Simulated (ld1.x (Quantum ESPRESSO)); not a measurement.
tin, TM: configuration errors across variants

```json
{"Element": "tin", "Generator": "ld1.x (Quantum ESPRESSO) 7.5", "Type": "norm-conserving Troullier–Martins (Kleinman–Bylander form)", "Functional": "PBEsol", "Relativity": "scalar-relativistic", "Frozen core": "[Kr] 4d10", "Valence charge": "4", "Reference configuration": "5s2 5p2", "Partial waves": "5s (bound): rc 1.55 bohr; 5p (bound): rc 2.55 bohr; 5d channel at -0.1 Ry: rc 2.45 bohr", "Local potential": "the d channel", "Core correction": "Bessel-smoothed model core inside 1.50 bohr"}
```

All-electron excitation energies from the reference (eV): (1) 5s2 5p1 6.898; (2) 5s2 5p0 20.869; (3) 5s1 5p0 51.884; (4) 5s1 5p2 14.585; (5) 5s2 5p2.3 -0.852; (6) 5s2 5p1.5 2.626; (7) 5s0 5p4 14.247.

Tests that are not counted but printed errors over 1 eV. “wave 5d channel at -0.1 Ry: rc 2.45 bohr becomes 5d channel at -0.1 Ry: rc 2.14 bohr”: 5s1 5p0 (solver errors, printed error -5.0 eV). “wave 5s (bound): rc 1.55 bohr becomes 5s (bound): rc 1.16 bohr”: 5s2 5p1 (solver errors, printed error -40.7 eV); 5s1 5p2 (solver errors, printed error -35.2 eV); 2 more.

4 further variants failed, have other tests or another functional or relativity, and are left out.

A true bound ghost makes a file unfit for plane-wave use even where its test errors are small: the radial tests pick states by their node count and pass the ghost by. Where a test does run into it, the solver fails or the error is huge.

Errors AE − PS in meV (a dash: test not solved or not reliable):

| change | (1) | (2) | (3) | (4) | (5) | (6) | (7) | bound ghosts |
| --- | --- | --- | --- | --- | --- | --- | --- | --- |
| base | -12 | -72 | -379 | -60 | -0.1 | -2.4 | -101 | s, p |
| local potential the p channel | -7.3 | -57 | -332 | -39 | +0.1 | -1.5 | -82 | d |
| core correction Bessel-smoothed model core inside 1.66 bohr | -12 | -72 | -378 | -60 | -0.1 | -2.4 | -101 | s, p |
| wave 5d channel at -0.1 Ry: rc 2.45 bohr becomes 5d channel at -0.1 Ry: rc 2.14 bohr | -8.0 | -53 | – | -44 | +0.1 | -1.7 | -90 | s, p |
| wave 5d channel at -0.1 Ry: rc 2.45 bohr becomes 5d channel at -0.15 Ry: rc 2.45 bohr | -11 | -69 | -368 | -59 | -0.1 | -2.4 | -101 | s, p |
| all radii but the core radius scaled by about 1.23 (s 1.90, p 3.14, d 3.02 bohr) | -39 | -147 | -546 | -133 | -1.9 | -9.1 | -109 | s, p |
| wave 5s (bound): rc 1.55 bohr becomes 5s (bound): rc 1.16 bohr | – | – | – | – | -0.2 | -2.9 | -351 | s, p |

Problem. Give the same row for: wave 5p (bound): rc 2.55 bohr becomes 5p (bound): rc 3.38 bohr.

Solution. -15, -101, -460, -49, -0.1, -2.9, -49; bound ghosts: s, p.
